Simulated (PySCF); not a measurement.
Simulation results for CH4BFSi, C2H7NSi, CH3FSi, CH4OSi and others

Computed with PySCF 2.14.0. Calculation on a computer-drawn molecule: the log of a Hartree-Fock and frozen-core CCSD(T) single point meant for a local Hartree-Fock minimum, with one planted fault or none, to be diagnosed. Offsets are logged minus clean, where the clean run is the same molecule without the fault. The reference is restricted for singlets and unrestricted otherwise, and also for a bond in bohr or an excited solution. Adding or removing an electron swaps singlet and doublet. The excited solution moves the top pair (singlet) or top alpha electron (doublet) to the lowest empty orbital. Highest occupied and lowest empty are orbital energies over both spins, largest force is the largest gradient component, triples share is (T) over the correlation energy, the T1 limit is 0.02 restricted and 0.045 unrestricted, electrons count all cores, a negative frequency is imaginary (commonest isotopes), and the dipole is about the centre of nuclear charge.

Common to all runs: meant charge 0; meant basis cc-pV(D+d)Z; logged SCF converged yes; possible faults no fault, one electron removed, one electron added, multiplicity raised by two, geometry at a saddle point, SCF held on an excited solution, minimal basis STO-3G, one bond length entered in bohr, all coordinates scaled.

(1) CH4BFSi

Logged structure:
```xyz
8
CH4BFSi
C      0.1808     2.1567    -0.1274
Si     0.0561     0.2455    -0.2598
B      0.2846    -0.1566     1.7482
F      1.4990    -0.4005     2.2595
H      0.0315     2.6489    -1.0899
H      1.1743     2.4342     0.2492
H     -0.5471     2.5611     0.5861
H     -0.6323    -0.2307     2.5313
```

```
meant multiplicity                   : 1
logged electrons                     : 38
logged basis functions               : 28
logged spin squared                  : 0
logged highest occupied              : -5.4884 eV
logged lowest empty                  : 5.9962 eV
logged largest force                 : 0.033129 hartree/bohr
logged T1 diagnostic                 : 0.016403
logged D1 diagnostic                 : 0.071463
logged triples share                 : 0.028024
logged CC converged                  : yes
logged dipole magnitude              : 0.54357 debye
logged SCF stable within its kind    : yes
logged energy HF                     : -447.72827 hartree
logged energy CCSD(T)                : -447.91696 hartree
planted fault                        : minimal basis STO-3G
HF energy offset from clean run      : 3457 kcal/mol
CCSD(T) energy offset from clean run : 3686 kcal/mol
```

Drawn bonds:
| atom | other atom | order |
| --- | --- | --- |
| 1 | 2 | 1 |
| 2 | 3 | 1 |
| 3 | 4 | 1 |
| 1 | 5 | 1 |
| 1 | 6 | 1 |
| 1 | 7 | 1 |
| 3 | 8 | 1 |

(2) C2H7NSi

Logged structure:
```xyz
11
C2H7NSi
C      0.5312     1.5204     1.0435
Si     0.7838     1.6437    -0.8446
C      0.3035    -0.1531    -1.3199
N      0.4616    -0.5694    -2.7175
H     -0.3124     0.8907     1.3450
H      0.4371     2.4986     1.5211
H      1.4407     1.0523     1.4506
H      0.8519    -0.8592    -0.6812
H     -0.7482    -0.3003    -1.0319
H     -0.0498     0.0538    -3.3211
H      1.4242    -0.4735    -2.9969
```

```
meant multiplicity                   : 1
logged electrons                     : 39
logged basis functions               : 100
logged spin squared                  : 0.7683
logged highest occupied              : -14.774 eV
logged lowest empty                  : -6.1699 eV
logged largest force                 : 0.053295 hartree/bohr
logged T1 diagnostic                 : 0.04509
logged D1 diagnostic                 : 0.2942
logged triples share                 : 0.032245
logged CC converged                  : yes
logged dipole magnitude              : 3.6059 debye
logged SCF stable within its kind    : yes
logged energy HF                     : -422.87379 hartree
logged energy CCSD(T)                : -423.46864 hartree
planted fault                        : one electron removed
HF energy offset from clean run      : 165 kcal/mol
CCSD(T) energy offset from clean run : 180.3 kcal/mol
```

Drawn bonds:
| atom | other atom | order |
| --- | --- | --- |
| 1 | 2 | 1 |
| 2 | 3 | 1 |
| 3 | 4 | 1 |
| 1 | 5 | 1 |
| 1 | 6 | 1 |
| 1 | 7 | 1 |
| 3 | 8 | 1 |
| 3 | 9 | 1 |
| 4 | 10 | 1 |
| 4 | 11 | 1 |

Notes: T1 above single-reference limit.

(3) CH3FSi

Logged structure:
```xyz
6
CH3FSi
C     -1.5603     2.7793    -1.6857
Si    -0.8801     1.0315    -1.0978
F      0.7032     1.5146    -0.7170
H     -1.4573     3.5379    -0.8410
H     -0.9320     3.1657    -2.5550
H     -2.6480     2.7367    -2.0099
```

```
meant multiplicity                   : 1
logged electrons                     : 32
logged basis functions               : 66
logged spin squared                  : 0
logged highest occupied              : -9.3254 eV
logged lowest empty                  : 0.94727 eV
logged largest force                 : 0.031531 hartree/bohr
logged T1 diagnostic                 : 0.015118
logged D1 diagnostic                 : 0.045069
logged triples share                 : 0.023805
logged CC converged                  : yes
logged dipole magnitude              : 1.918 debye
logged SCF stable within its kind    : yes
logged energy HF                     : -428.00235 hartree
logged energy CCSD(T)                : -428.4636 hartree
planted fault                        : all coordinates scaled, by +3.9 %
HF energy offset from clean run      : 4.48 kcal/mol
CCSD(T) energy offset from clean run : 1.772 kcal/mol
```

Drawn bonds:
| atom | other atom | order |
| --- | --- | --- |
| 1 | 2 | 1 |
| 2 | 3 | 1 |
| 1 | 4 | 1 |
| 1 | 5 | 1 |
| 1 | 6 | 1 |

(4) CH4OSi

Logged structure:
```xyz
7
CH4OSi
C     -1.4975    -0.6054     0.1420
Si    -2.4196     0.9541     0.7581
O     -1.6955     1.1648     2.2326
H     -0.4127    -0.4355     0.1197
H     -1.6804    -1.4489     0.8218
H     -1.8144    -0.9066    -0.8600
H     -1.0178     0.5753     2.5342
```

```
meant multiplicity                   : 1
logged electrons                     : 32
logged basis functions               : 71
logged spin squared                  : 0
logged highest occupied              : -8.699 eV
logged lowest empty                  : 1.7837 eV
logged largest force                 : 3.045e-05 hartree/bohr
logged lowest frequency              : 74.354 cm⁻¹
logged T1 diagnostic                 : 0.014683
logged D1 diagnostic                 : 0.046896
logged triples share                 : 0.025636
logged CC converged                  : yes
logged dipole magnitude              : 2.3818 debye
logged SCF stable within its kind    : yes
logged energy HF                     : -404.00315 hartree
logged energy CCSD(T)                : -404.46837 hartree
planted fault                        : no fault
HF energy offset from clean run      : 0 kcal/mol
CCSD(T) energy offset from clean run : 0 kcal/mol
```

Drawn bonds:
| atom | other atom | order |
| --- | --- | --- |
| 1 | 2 | 1 |
| 2 | 3 | 1 |
| 1 | 4 | 1 |
| 1 | 5 | 1 |
| 1 | 6 | 1 |
| 3 | 7 | 1 |

(5) CH4AlNSi

Logged structure:
```xyz
8
CH4AlNSi
C     -1.2944     1.3766    -2.7926
Si    -1.8308     1.4499    -0.9205
N     -0.6581     0.4517    -0.1789
Al     0.3760    -0.4708     0.7185
H     -0.2519     1.7447    -2.9014
H     -1.9500     1.9774    -3.4533
H     -1.3060     0.3239    -3.1476
H      1.3409    -1.3399     1.6020
```

```
meant multiplicity                   : 1
logged electrons                     : 44
logged basis functions               : 94
logged spin squared                  : 0
logged highest occupied              : -6.9049 eV
logged lowest empty                  : 1.1846 eV
logged largest force                 : 0.0098037 hartree/bohr
logged T1 diagnostic                 : 0.023568
logged D1 diagnostic                 : 0.076736
logged triples share                 : 0.03852
logged CC converged                  : yes
logged dipole magnitude              : 5.7545 debye
logged SCF stable within its kind    : yes
logged energy HF                     : -625.44939 hartree
logged energy CCSD(T)                : -625.96617 hartree
planted fault                        : all coordinates scaled, by +1.2 %
HF energy offset from clean run      : 0.73 kcal/mol
CCSD(T) energy offset from clean run : -0.9863 kcal/mol
```

Drawn bonds:
| atom | other atom | order |
| --- | --- | --- |
| 1 | 2 | 1 |
| 2 | 3 | 1 |
| 3 | 4 | 2 |
| 1 | 5 | 1 |
| 1 | 6 | 1 |
| 1 | 7 | 1 |
| 4 | 8 | 1 |

Notes: T1 above single-reference limit.

(6) CH5FSi2

Logged structure:
```xyz
9
CH5FSi2
C     -0.4283    -0.7556     0.4090
Si     1.0888     0.3195    -0.0550
Si     0.8600    -0.0328    -2.4279
F      1.9195     0.8621    -3.2775
H     -0.5372    -1.6865    -0.1567
H     -1.3185    -0.1466     0.1884
H     -0.4523    -0.9866     1.4761
H     -0.4909     0.3237    -2.9254
H      1.1232    -1.4511    -2.7761
```

```
meant multiplicity                : 1
logged electrons                  : 48
logged basis functions            : 99
logged spin squared               : 0
logged highest occupied           : -6.0862 eV
logged lowest empty               : -2.0294 eV
logged largest force              : 0.050438 hartree/bohr
logged dipole magnitude           : 2.3068 debye
logged SCF stable within its kind : no
logged energy HF                  : -717.91994 hartree
planted fault                     : SCF held on an excited solution
HF energy offset from clean run   : 107.8 kcal/mol
```

Drawn bonds:
| atom | other atom | order |
| --- | --- | --- |
| 1 | 2 | 1 |
| 2 | 3 | 1 |
| 3 | 4 | 1 |
| 1 | 5 | 1 |
| 1 | 6 | 1 |
| 1 | 7 | 1 |
| 3 | 8 | 1 |
| 3 | 9 | 1 |

Notes: coupled-cluster numbers left out as unreliable.

(7) B2Cl2H2

Logged structure:
```xyz
6
B2Cl2H2
Cl    -0.7040     0.6268    -0.4692
B      0.8087     1.4701    -0.8185
B      1.2497     1.7388    -2.4402
Cl     2.2987     0.5696    -3.2490
H      1.4535     1.8202     0.1243
H      0.9029     2.6807    -3.0881
```

```
meant multiplicity                   : 1
logged electrons                     : 47
logged basis functions               : 84
logged spin squared                  : 0.7616
logged highest occupied              : -0.1931 eV
logged lowest empty                  : 7.194 eV
logged largest force                 : 0.046568 hartree/bohr
logged T1 diagnostic                 : 0.08415
logged D1 diagnostic                 : 0.56597
logged triples share                 : 0.026233
logged CC converged                  : yes
logged dipole magnitude              : 3.2004 debye
logged SCF stable within its kind    : yes
logged energy HF                     : -969.57068 hartree
logged energy CCSD(T)                : -970.07901 hartree
planted fault                        : one electron added
HF energy offset from clean run      : 19.03 kcal/mol
CCSD(T) energy offset from clean run : 10.06 kcal/mol
```

Drawn bonds:
| atom | other atom | order |
| --- | --- | --- |
| 1 | 2 | 1 |
| 2 | 3 | 1 |
| 3 | 4 | 1 |
| 2 | 5 | 1 |
| 3 | 6 | 1 |

Notes: T1 above single-reference limit.

(8) BCl2H2Si

Logged structure:
```xyz
6
BCl2H2Si
Cl    -1.3388     3.0365     2.1244
B     -0.9219     1.3998     1.6180
Si    -1.6706     0.7036    -0.1071
Cl    -1.5614    -1.3599    -0.2999
H     -0.1323     0.7991     2.2779
H     -3.0311     1.1326    -0.4814
```

```
meant multiplicity                   : 2
logged electrons                     : 54
logged basis functions               : 93
logged spin squared                  : 0
logged highest occupied              : -16.833 eV
logged lowest empty                  : -7.2704 eV
logged largest force                 : 0.059774 hartree/bohr
logged T1 diagnostic                 : 0.022634
logged D1 diagnostic                 : 0.086742
logged triples share                 : 0.032703
logged CC converged                  : yes
logged dipole magnitude              : 2.7689 debye
logged SCF stable within its kind    : yes
logged energy HF                     : -1233.53786 hartree
logged energy CCSD(T)                : -1234.03764 hartree
planted fault                        : one electron removed
HF energy offset from clean run      : 188.8 kcal/mol
CCSD(T) energy offset from clean run : 187.5 kcal/mol
```

Drawn bonds:
| atom | other atom | order |
| --- | --- | --- |
| 1 | 2 | 1 |
| 2 | 3 | 1 |
| 3 | 4 | 1 |
| 2 | 5 | 1 |
| 3 | 6 | 1 |

Notes: T1 above single-reference limit.
